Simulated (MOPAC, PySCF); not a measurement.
C$_{2}$H$_{3}$BO, SMILES `C1(=C)BO1`, neutral singlet in the gas phase. 

Cartesian coordinates (Å):
SMILES: C=C1BO1
```xyz
7

C     -1.2971     0.0202    -0.1722
C      0.0124    -0.0573    -0.0038
B      1.4641    -0.2595     0.1718
O      1.0004     1.0231     0.2321
H     -1.8674    -0.8935    -0.3355
H     -1.8280     0.9726    -0.1530
H      2.5156    -0.8056     0.2605
```
Charge 0, spin multiplicity 1.

All levels are single points at this geometry (PBE-D3(BJ)/def2-TZVP); Pople sets use spherical d functions. Orbital energies aren't observables, and empty levels follow the basis.

```
level                          HOMO (eV)  LUMO (eV)  gap (eV)  dipole (D)  vertical IE, Delta-SCF (eV)
-----------------------------  ---------  ---------  --------  ----------  ---------------------------
PBE-D3(BJ)/def2-TZVP in PySCF      -6.29      -2.34      3.95        0.93                         9.84
SVWN5/6-31G* in PySCF              -6.10      -2.17      3.93        0.88                         9.93
HF/STO-3G in PySCF                 -7.89       6.30     14.19        0.89                            –
AM1 in MOPAC                      -10.04       0.81     10.84        1.54                            –
PM3 in MOPAC                      -10.36       0.02     10.38        0.60                            –
PM6 in MOPAC                      -10.18      -0.01     10.18        1.45                            –
```
